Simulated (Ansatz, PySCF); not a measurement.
Caution: the highest occupied level lies above zero, a sign of self-interaction error and of too few diffuse functions. This triplet is an excited state, 0.72 eV above the relaxed singlet at the level frozen-core CCSD(T)/aug-cc-pVTZ // PBE-D3(BJ)/def2-SVPD (Ansatz, a first-principles code).

Z-matrix (Å, degrees):
```
B
H 1 1.2281
S 1 1.8458 2 124.54
H 3 1.4093 1 107.53 2 -94.12
```
Charge -1, spin multiplicity 3.

Q: Predict the total energy and highest occupied spin orbital from PBE-D3(BJ)/def2-TZVPD // PBE-D3(BJ)/def2-SVPD run with PySCF.

A: 
```yaml
total_energy: -11537.30 eV
highest_occupied_spin_orbital: 1.92 eV
```
